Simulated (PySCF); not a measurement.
**HgCl2 at several levels of theory**

Computed with PySCF 2.14.0 (density fitting, no spin-orbit coupling) at the geometry relaxed with PBE0:

```xyz
3
HgCl2 (singlet)
Hg    0.0000    0.0000    0.3764
Cl    2.2824    0.0000    0.3764
Cl   -2.2824    0.0000    0.3764
```

```
 level                                  basis    state  HOMO (eV)  gap (eV)  charge on Hg1 (e)  dipole about the centre of mass (D)  largest force component (eV/Å)
  PBE0    Hg def2-SVP with ECP60, Cl def2-SVP  singlet      -8.72      6.33               0.56                                 0.00                            0.00
revPBE                               the same  singlet      -7.25      4.06               0.48                                 0.00                            0.48
  PBE0  Hg def2-TZVP with ECP60, Cl def2-TZVP  singlet      -8.93      6.44               0.75                                 0.00                            0.38
```

Charges are Mulliken's, which hang on the basis. The relaxation used the grid (50, 194), these runs (75, 302) or, all-electron (x2c bases, spin-free X2C Hamiltonian), (99, 590).

Task: What does BP86 with Hg def2-SVP with ECP60, Cl def2-SVP give here?

Result: state singlet, HOMO (eV) -7.40, gap (eV) 4.00, charge on Hg1 (e) 0.46, dipole about the centre of mass (D) 0.00, largest force component (eV/Å) 0.34. Time: 1.5 s on 2 threads of Arm Neoverse V1, with other jobs on the host, from an already converged density.

In the first row's basis the gap widens with exact exchange: 4.0 to 4.1 eV for BP86, revPBE (none); 6.3 eV for PBE0 (a fixed share).
